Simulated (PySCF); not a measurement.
H4S2Si (SMILES S[SiH2]S), singlet, at a GFN2-xTB geometry; CASSCF(2,3)+NEVPT2/6-31G* run with PySCF.

Here is a job for PySCF.
```python
from pyscf import gto, scf, mcscf, mrpt
import numpy

mol = gto.Mole()
mol.atom = '''
    Si   -0.82268383   -0.11769748    0.01056556
    S     0.14818811    1.74138717    0.47869675
    S     0.61834104   -1.63172348   -0.48854113
    H    -1.52938470   -0.46389753    1.22696167
    H    -1.62848018    0.01211676   -1.18640587
    H     0.97134373    1.76018067   -0.56015208
    H     1.43962834   -1.41525432    0.52918846
'''
mol.basis = '6-31g*'
mol.verbose = 4
mol.build()

mf = scf.RHF(mol)
mf.kernel()
mc = mcscf.CASSCF(mf, 3, 2)
mc.fix_spin_(ss=0.0)
mc.kernel()
occ = numpy.linalg.eigvalsh(mc.fcisolver.make_rdm1(mc.ci, mc.ncas, mc.nelecas))[::-1]
ss = mc.fcisolver.spin_square(mc.ci, mc.ncas, mc.nelecas)[0]
print('natural occupations', occ.round(4), ' <S^2>', round(ss, 4))
e2 = mrpt.NEVPT(mc).kernel()
print('E(NEVPT2) = %.10f' % (mc.e_tot + e2))
```

Write the output that PySCF gives for this input, abridged.


```
PySCF version 2.14.0

[INPUT] verbose = 4
[INPUT] num. atoms = 7
[INPUT] num. electrons = 50
[INPUT] charge = 0
[INPUT] spin (= nelec alpha-beta = 2S) = 0
[INPUT] symmetry False subgroup None
[INPUT] Mole.unit = angstrom
[INPUT] Symbol           X                Y                Z      unit          X                Y                Z       unit  Magmom
[INPUT]  1 Si    -0.822683830000  -0.117697480000   0.010565560000 AA   -1.554647125808  -0.222416002751   0.019966014753 Bohr   0.0
[INPUT]  2 S      0.148188110000   1.741387170000   0.478696750000 AA    0.280034942817   3.290744828131   0.904605754219 Bohr   0.0
[INPUT]  3 S      0.618341040000  -1.631723480000  -0.488541130000 AA    1.168495217179  -3.083510488222  -0.923208936286 Bohr   0.0
[INPUT]  4 H     -1.529384700000  -0.463897530000   1.226961670000 AA   -2.890118222100  -0.876639281562   2.318621521639 Bohr   0.0
[INPUT]  5 H     -1.628480180000   0.012116760000  -1.186405870000 AA   -3.077381539482   0.022897357917  -2.241982166876 Bohr   0.0
[INPUT]  6 H      0.971343730000   1.760180670000  -0.560152080000 AA    1.835573622513   3.326259396053  -1.058534019305 Bohr   0.0
[INPUT]  7 H      1.439628340000  -1.415254320000   0.529188460000 AA    2.720503283762  -2.674443061408   1.000021257680 Bohr   0.0

nuclear repulsion = 194.674013103941
number of shells = 32
number of NR pGTOs = 169
number of NR cGTOs = 62
basis = 6-31g*
ecp = {}

******** <class 'pyscf.scf.hf.RHF'> ********
method = RHF
initial guess = minao
damping factor = 0
level_shift factor = 0
DIIS = <class 'pyscf.scf.diis.CDIIS'>
diis_start_cycle = 1
diis_space = 8
diis_damp = 0
SCF conv_tol = 1e-09
SCF conv_tol_grad = None
SCF max_cycles = 50
direct_scf = True
direct_scf_tol = 1e-13
Set gradient conv threshold to 3.16228e-05
Initial guess from minao.
init E= -1086.34715859187
  HOMO = -0.295639870086316  LUMO = 0.0712340956670883  gap/eV = 9.98315
cycle= 1 E= -1086.25813202818  delta_E= 0.089  |g|= 0.343  |ddm|=  2.3
  HOMO = -0.372177590741904  LUMO = 0.0994954442410314  gap/eV = 12.83488
cycle= 2 E= -1086.30687300605  delta_E= -0.0487  |g|= 0.117  |ddm|= 0.628
  HOMO = -0.37583331938657  LUMO = 0.122773170019357  gap/eV = 13.56777
cycle= 3 E= -1086.31207850141  delta_E= -0.00521  |g|= 0.0317  |ddm|= 0.181
  HOMO = -0.375226455478357  LUMO = 0.122538526260433  gap/eV = 13.54488
cycle= 4 E= -1086.3127268522  delta_E= -0.000648  |g|= 0.00612  |ddm|= 0.0774
  HOMO = -0.375519394056496  LUMO = 0.12297468556668  gap/eV = 13.56471
cycle= 5 E= -1086.31275210441  delta_E= -2.53e-05  |g|= 0.00154  |ddm|= 0.0156
  HOMO = -0.375737285544727  LUMO = 0.122707487685657  gap/eV = 13.56337
cycle= 6 E= -1086.31275409591  delta_E= -1.99e-06  |g|= 0.000339  |ddm|= 0.00493
  HOMO = -0.375730352060191  LUMO = 0.122760460185495  gap/eV = 13.56463
cycle= 7 E= -1086.31275419823  delta_E= -1.02e-07  |g|= 7e-05  |ddm|= 0.00117
  HOMO = -0.375746834154126  LUMO = 0.122752263741362  gap/eV = 13.56485
cycle= 8 E= -1086.31275420315  delta_E= -4.92e-09  |g|= 2.02e-05  |ddm|= 0.000254
  HOMO = -0.375744815852985  LUMO = 0.122753488525933  gap/eV = 13.56483
cycle= 9 E= -1086.31275420358  delta_E= -4.34e-10  |g|= 4.6e-06  |ddm|= 8.2e-05
  HOMO = -0.375745862655024  LUMO = 0.122753587640817  gap/eV = 13.56486
Extra cycle  E= -1086.3127542036  delta_E= -1.86e-11  |g|= 2.11e-06  |ddm|= 1.46e-05
converged SCF energy = -1086.3127542036

******** <class 'pyscf.mcscf.mc1step.CASSCF'> ********
CAS (1e+1e, 3o), ncore = 24, nvir = 35
max_cycle_macro = 50
max_cycle_micro = 4
conv_tol = 1e-07
conv_tol_grad = None
orbital rotation max_stepsize = 0.02
orbital rotation threshold for CI restart = 0.01
augmented hessian ah_max_cycle = 30
augmented hessian ah_conv_tol = 1e-12
augmented hessian ah_linear dependence = 1e-14
augmented hessian ah_level shift = 1e-08
augmented hessian ah_start_tol = 2.5
augmented hessian ah_start_cycle = 3
augmented hessian ah_grad_trust_region = 3
kf_trust_region = 3
kf_interval = 4
ci_response_space = 4
ci_grad_trust_region = 3
with_dep4 0
natorb = False
canonicalization = True
sorting_mo_energy = False
ao2mo_level = 2
internal_rotation = False
******** <class 'pyscf.fci.addons.SpinPenaltyFCISolver'> ********
max. cycles = 50
conv_tol = 1e-08
davidson only = True
linear dependence = 1e-12
level shift = 0.001
max iter space = 12
nroots = 1
pspace_size = 400
spin = None
CASCI E = -1086.31302298576  S^2 = 0.0000000
Set conv_tol_grad to 0.000316228
macro iter   1 ( 21 JK    4 micro), CASSCF E = -1086.31423108603  dE = -1.20810027e-03  S^2 = 0.0000000
               |grad[o]|=0.00136  |grad[c]|=0.0245  |ddm|=0.0121  |maxRot[o]|=0.234
macro iter   2 ( 21 JK    4 micro), CASSCF E = -1086.31595577656  dE = -1.72469054e-03  S^2 = 0.0000000
               |grad[o]|=0.00427  |grad[c]|=0.0426  |ddm|=0.00208  |maxRot[o]|= 0.17
macro iter   3 ( 21 JK    4 micro), CASSCF E = -1086.31758009528  dE = -1.62431872e-03  S^2 = 0.0000000
               |grad[o]|=0.00526  |grad[c]|=0.0301  |ddm|=0.00396  |maxRot[o]|=0.222
macro iter   4 ( 21 JK    4 micro), CASSCF E = -1086.31860845591  dE = -1.02836064e-03  S^2 = 0.0000000
               |grad[o]|=0.00434  |grad[c]|=0.0186  |ddm|=0.0206  |maxRot[o]|=0.134
macro iter   5 ( 12 JK    3 micro), CASSCF E = -1086.32096160797  dE = -2.35315206e-03  S^2 = 0.0000000
               |grad[o]|=0.00658  |grad[c]|=0.00499  |ddm|=0.0174  |maxRot[o]|=0.149
macro iter   6 ( 21 JK    4 micro), CASSCF E = -1086.32410481886  dE = -3.14321089e-03  S^2 = 0.0000000
               |grad[o]|=0.00681  |grad[c]|=0.00878  |ddm|=0.00906  |maxRot[o]|=0.172
macro iter   7 ( 21 JK    4 micro), CASSCF E = -1086.32547414711  dE = -1.36932824e-03  S^2 = 0.0000000
               |grad[o]|=0.00534  |grad[c]|=0.0144  |ddm|=0.00761  |maxRot[o]|=0.277
macro iter   8 ( 21 JK    4 micro), CASSCF E = -1086.32583955079  dE = -3.65403678e-04  S^2 = 0.0000000
               |grad[o]|=0.00454  |grad[c]|=0.0115  |ddm|=0.00288  |maxRot[o]|=0.0645
macro iter   9 ( 21 JK    4 micro), CASSCF E = -1086.32590234861  dE = -6.27978263e-05  S^2 = 0.0000000
               |grad[o]|=0.00238  |grad[c]|=0.0104  |ddm|=0.00368  |maxRot[o]|=0.0213
macro iter  10 ( 21 JK    4 micro), CASSCF E = -1086.32591292282  dE = -1.05742056e-05  S^2 = 0.0000000
               |grad[o]|=0.00201  |grad[c]|=0.00872  |ddm|=0.00306  |maxRot[o]|=0.0073
macro iter  11 ( 21 JK    4 micro), CASSCF E = -1086.32591412210  dE = -1.19927722e-06  S^2 = 0.0000000
               |grad[o]|=0.00198  |grad[c]|=0.00835  |ddm|=0.00299  |maxRot[o]|=0.00254
macro iter  12 ( 21 JK    4 micro), CASSCF E = -1086.32591401556  dE =  1.06539801e-07  S^2 = 0.0000000
               |grad[o]|=0.00198  |grad[c]|=0.00829  |ddm|=0.00298  |maxRot[o]|=0.00105
macro iter  13 ( 15 JK    3 micro), CASSCF E = -1086.32604710174  dE = -1.33086188e-04  S^2 = 0.0000000
               |grad[o]|=0.00198  |grad[c]|=0.0031  |ddm|=0.00118  |maxRot[o]|=0.0491
macro iter  14 ( 18 JK    4 micro), CASSCF E = -1086.32607709210  dE = -2.99903581e-05  S^2 = 0.0000000
               |grad[o]|=0.00122  |grad[c]|=0.00277  |ddm|=0.00081  |maxRot[o]|=0.0155
macro iter  15 ( 11 JK    3 micro), CASSCF E = -1086.32611234853  dE = -3.52564314e-05  S^2 = 0.0000000
               |grad[o]|=0.00113  |grad[c]|=0.00258  |ddm|=0.000957  |maxRot[o]|=0.0444
macro iter  16 (  7 JK    2 micro), CASSCF E = -1086.32611338582  dE = -1.03728257e-06  S^2 = 0.0000000
               |grad[o]|=0.000191  |grad[c]|=0.000226  |ddm|=0.000279  |maxRot[o]|=0.00395
macro iter  17 (  3 JK    1 micro), CASSCF E = -1086.32611340187  dE = -1.60537184e-08  S^2 = 0.0000000
               |grad[o]|=4.45e-05  |grad[c]|=8.12e-05  |ddm|=3.19e-05  |maxRot[o]|=0.000259
1-step CASSCF converged in  17 macro (297 JK  60 micro) steps
CASSCF canonicalization
Density matrix diagonal elements [1.97985128 0.00504316 0.01510556]
CASSCF energy = -1086.32611340187
CASCI E = -1086.32611340187  E(CI) = -1.60282014526683  S^2 = 0.0000000
natural occupations [1.9799 0.0154 0.0047]  <S^2> 0.0

******** <class 'pyscf.mrpt.nevpt2.NEVPT'> ********
NEVPT2 (1e+1e, 3o), ncore = 24, nvir = 35
root = 0
Natural occ [1.97987715 0.01544789 0.00467495]
Natural orbital (expansion on meta-Lowdin AOs) in CAS space
               #1        #2        #3
0 Si 1s          0.00023   0.00023   0.00008
0 Si 2s         -0.00583   0.00184   0.00155
0 Si 3s         -0.26982   0.41968   0.09146
0 Si 4s          0.02931  -0.03562   0.10717
0 Si 2px        -0.00059  -0.00103   0.00011
0 Si 2py        -0.00080  -0.00146   0.00042
0 Si 2pz         0.00049  -0.00031   0.00011
0 Si 3px        -0.25027   0.30445   0.04856
0 Si 3py        -0.38880   0.45393   0.15338
0 Si 3pz        -0.06314   0.06587   0.10102
0 Si 4px         0.03371  -0.10869   0.10629
0 Si 4py         0.07862  -0.20077   0.15989
0 Si 4pz         0.02178  -0.03978   0.03079
0 Si 3dxy       -0.05932   0.20955  -0.25595
0 Si 3dyz       -0.02116   0.05049  -0.00405
0 Si 3dz^2       0.04270  -0.13730   0.16203
0 Si 3dxz       -0.01482   0.03600  -0.01085
0 Si 3dx2-y2     0.03587  -0.10593   0.08871
1 S 1s          -0.00007  -0.00022  -0.00011
1 S 2s           0.00225   0.00142   0.00074
1 S 3s          -0.10805  -0.23211  -0.12667
1 S 4s           0.02021  -0.04238   0.06456
1 S 2px         -0.00284  -0.00172   0.00052
1 S 2py         -0.00452  -0.00300  -0.00017
1 S 2pz         -0.00053  -0.00054  -0.00082
1 S 3px          0.32346   0.26711  -0.14245
1 S 3py          0.70559   0.44499  -0.02683
1 S 3pz          0.23285   0.06558   0.16100
1 S 4px         -0.03055  -0.02677  -0.20995
1 S 4py         -0.03145  -0.10550  -0.38768
1 S 4pz          0.00970  -0.05626  -0.09590
1 S 3dxy        -0.04050   0.03918  -0.35921
1 S 3dyz        -0.03271   0.02021  -0.37864
1 S 3dz^2        0.02600  -0.01803   0.20740
1 S 3dxz        -0.01668  -0.00407  -0.13702
1 S 3dx2-y2      0.03753  -0.02321   0.37980
2 S 1s          -0.00004   0.00002  -0.00000
2 S 2s           0.00009   0.00009   0.00006
2 S 3s           0.01209  -0.01559   0.01521
2 S 4s           0.00488  -0.01139   0.02890
2 S 2px         -0.00003  -0.00024  -0.00022
2 S 2py          0.00037   0.00047   0.00001
2 S 2pz          0.00019  -0.00003  -0.00008
2 S 3px          0.00172   0.01823  -0.00689
2 S 3py          0.07337  -0.14385  -0.01723
2 S 3pz         -0.00767   0.00113   0.01097
2 S 4px          0.00970  -0.02981  -0.00219
2 S 4py          0.02238  -0.03339   0.00473
2 S 4pz         -0.00241   0.00009   0.00177
2 S 3dxy        -0.00411   0.01759  -0.00757
2 S 3dyz         0.00129  -0.00711   0.00718
2 S 3dz^2       -0.00071   0.00512  -0.01017
2 S 3dxz         0.00043   0.00164  -0.00218
2 S 3dx2-y2      0.00327   0.00991  -0.02791
3 H 1s           0.07146  -0.07302  -0.09158
3 H 2s           0.01039  -0.00422  -0.02059
4 H 1s           0.05104  -0.09320   0.00631
4 H 2s           0.01049  -0.00950   0.01127
5 H 1s           0.05225  -0.03876   0.21143
5 H 2s           0.01241  -0.02681  -0.02521
6 H 1s           0.02044  -0.01937  -0.00979
6 H 2s           0.00683  -0.01316   0.01847
<CAS-nat-orb|mo-hf>  25     22       0.53438859
<CAS-nat-orb|mo-hf>  25     23       0.56031012
<CAS-nat-orb|mo-hf>  26     27       0.48403271
Sr    (-1)',   E = -0.00000000002434
Si    (+1)',   E = -0.00276962839349
Sijrs (0)  ,   E = -0.24029640194099
Sijr  (+1) ,   E = -0.01876730940864
Srsi  (-1) ,   E = -0.02312824394860
Srs   (-2) ,   E = -0.00324822106710
Sij   (+2) ,   E = -0.00219251182638
Sir   (0)' ,   E = -0.02767246978819
Nevpt2 Energy = -0.318074786397735
E(NEVPT2) = -1086.6441881883
```
